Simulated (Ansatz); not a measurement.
Calculated with Ansatz (gas phase, PBE0-D4/def2-TZVP geometries, no zero-point term in ΔE). CCSD(T)/CBS adds triple-zeta CCSD(T) − MP2 to the extrapolated MP2 energy (def2 sets, frozen cores). This one scheme is used for every species. DFT in def2-TZVPP. B3LYP here is the variant with VWN-RPA as its local correlation; programs differ in this. Each species was taken in one conformer, which may not be the lowest.

`CO[SiH2]O[SiH](O)O` + H₂O → `O[SiH2]O[SiH](O)O` + CH₃OH  (formal hydrolysis of the Si–O bond)

`CO[SiH2]O[SiH](O)O`:

Z-matrix (Å, degrees):
```
C
O 1 1.412
H 1 1.091 2 108.3
H 1 1.095 2 111.2 3 -119.2
H 1 1.095 2 111.3 3 119.2
Si 2 1.652 1 122.9 3 -175.5
O 6 1.619 2 105.9 1 176.6
H 6 1.485 2 109.4 1 56.9
H 6 1.484 2 109.9 1 -64.2
Si 7 1.644 6 139.6 2 -3.6
O 10 1.627 7 111.4 6 136.2
O 10 1.633 7 108.0 6 15.1
H 10 1.471 7 108.3 6 -108.1
H 11 0.958 10 117.7 7 -79.7
H 12 0.965 10 114.3 7 -16.7
```

H₂O:

Z-matrix (Å, degrees):
```
O
H 1 0.960
H 1 0.960 2 105.1
```

`O[SiH2]O[SiH](O)O`:

Z-matrix (Å, degrees):
```
Si
O 1 1.620
O 1 1.657 2 106.2
H 1 1.485 2 111.1 3 -118.7
H 1 1.481 2 109.1 3 119.0
Si 2 1.643 1 139.9 3 6.5
H 3 0.958 1 118.5 2 -148.3
O 6 1.633 2 108.2 1 -17.6
O 6 1.626 2 111.4 1 -138.7
H 6 1.471 2 108.4 1 105.6
H 8 0.964 6 115.0 2 17.7
H 9 0.958 6 117.7 2 79.2
```

CH₃OH:

Cartesian coordinates in Å:
```
C -0.319 0.140 -0.074
O 0.897 -0.525 -0.330
H -0.864 0.183 -1.018
H -0.167 1.168 0.278
H -0.942 -0.393 0.655
H 1.396 -0.573 0.488
```

(1) Is it downhill or uphill in electronic energy at CCSD(T)/CBS, and by how much? (An estimate is asked.)

(2) What do these levels give: B3LYP-D4, ωB97X-V, B2PLYP, r2SCAN, PBE0, MP2/def2-TZVPP, CCSD/def2-TZVPP, CCSD(T)/def2-TZVPP, SCS-MP2/def2-QZVPP, HF/CBS(def2), MP2/CBS(def2), CCSD/CBS(def2)? (An estimate is asked.)

Largest T1 diagnostic among the species: 0.012.

Results:

(1) Ansatz gave: Uphill: ΔE = +1.3 kcal/mol.

(2) The calculation gave: B3LYP-D4 0.9, ωB97X-V 0.5, B2PLYP 0.2, r2SCAN 0.1, PBE0 -0.3, MP2/def2-TZVPP 1.2, CCSD/def2-TZVPP 0.8, CCSD(T)/def2-TZVPP 1.0, SCS-MP2/def2-QZVPP 1.0, HF/CBS(def2) -0.3, MP2/CBS(def2) 1.5, CCSD/CBS(def2) 1.1 kcal/mol.

The D4 term adds +1.4 kcal/mol with B3LYP and +0.8 kcal/mol with PBE0; it sums over pairs of atoms, weighted by their polarisabilities, and B3LYP, whose exchange is more repulsive, gets the larger term. In def2-TZVPP, CCSD(T) changes the Hartree–Fock value by +1.5 kcal/mol (the triples alone add +0.2 kcal/mol) and MP2 by +1.7 kcal/mol.
